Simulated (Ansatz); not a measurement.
Gas-phase reaction 5 R1 + R2 → P1 + P2 + 2 P3 + 2 P4, each structure at its B3LYP-D3(BJ)/def2-TZVP stationary point, reached from a drawn start (curvature not checked).
P1, CH4 (SMILES C) (charge 0, multiplicity 1, Z-matrix in Å and degrees):
```
C
H 1 1.0893
H 1 1.0893 2 109.47
H 1 1.0893 2 109.47 3 -120.00
H 1 1.0893 2 109.47 3 120.00
```
R1: H2 (SMILES [H][H]), charge 0, multiplicity 1.
P2, H2O (SMILES O) (charge 0, multiplicity 1):
```xyz
3

O      0.00000     0.00000     0.38961
H      0.00000     0.76499    -0.19486
H      0.00000    -0.76499    -0.19486
```
P3: HF (SMILES F), charge 0, multiplicity 1.
P4, SiH4 (SMILES [SiH4]) (charge 0, multiplicity 1):
```csv
atom,x (Å),y (Å),z (Å)
Si,0.0000,0.0000,0.0000
H,0.8547,0.8547,0.8547
H,-0.8547,-0.8547,0.8547
H,-0.8547,0.8547,-0.8547
H,0.8547,-0.8547,-0.8547
```
R2, CH6F2OSi2 (SMILES C[Si](F)(F)O[SiH3]) (charge 0, multiplicity 1, Z-matrix in Å and degrees):
```
O
Si 1 1.6100
F 2 1.5935 1 108.91
F 2 1.5937 3 105.62 1 -116.85
Si 1 1.6457 2 151.06 3 -57.59
H 5 1.4774 1 107.65 2 174.84
H 5 1.4787 6 109.92 1 -119.41
H 5 1.4788 6 109.96 7 -120.97
C 2 1.8367 3 110.55 4 -119.60
H 9 1.0909 2 110.81 3 58.27
H 9 1.0911 10 108.34 2 121.41
H 9 1.0911 10 108.34 11 117.17
```

P less R. No zero-point or thermal terms. One arrangement of each flexible species, with no search for the lowest.

Frozen-core correlation throughout.

Programs: Ansatz (an electronic-structure program) with Gaussian orbitals. No computed number here is a measurement.

Total energies in hartree:

```csv
structure,PBE/def2-TZVPP,r2SCAN/def2-TZVPP,CCSD(T)/cc-pV(T+d)Z
P1,-40.464286,-40.500875,-40.438100
R1,-1.166122,-1.171285,-1.172336
P2,-76.380147,-76.423173,-76.332115
P3,-100.393473,-100.446638,-100.338298
P4,-291.721620,-291.854203,-291.440117
R2,-895.384704,-895.833556,-894.623773
```

**Question.** Work out the reaction energy at each level in kcal/mol (1 hartree = 627.50947 kcal/mol), and say how far PBE/def2-TZVPP lies from CCSD(T)/cc-pV(T+d)Z.

**Answer.** 
- PBE/def2-TZVPP: 2 × (-100.393473) + 2 × (-291.721620) + (-40.464286) + (-76.380147) − (-895.384704) − 5 × (-1.166122) = 0.140695 hartree = 88.29 kcal/mol
- r2SCAN/def2-TZVPP: 2 × (-100.446638) + 2 × (-291.854203) + (-40.500875) + (-76.423173) − (-895.833556) − 5 × (-1.171285) = 0.164251 hartree = 103.07 kcal/mol
- CCSD(T)/cc-pV(T+d)Z: 2 × (-100.338298) + 2 × (-291.440117) + (-40.438100) + (-76.332115) − (-894.623773) − 5 × (-1.172336) = 0.158408 hartree = 99.40 kcal/mol
PBE/def2-TZVPP less CCSD(T)/cc-pV(T+d)Z: -11.11 kcal/mol. CCSD(T)/cc-pV(T+d)Z is the level counted from, the highest shown, and no exact or measured value.
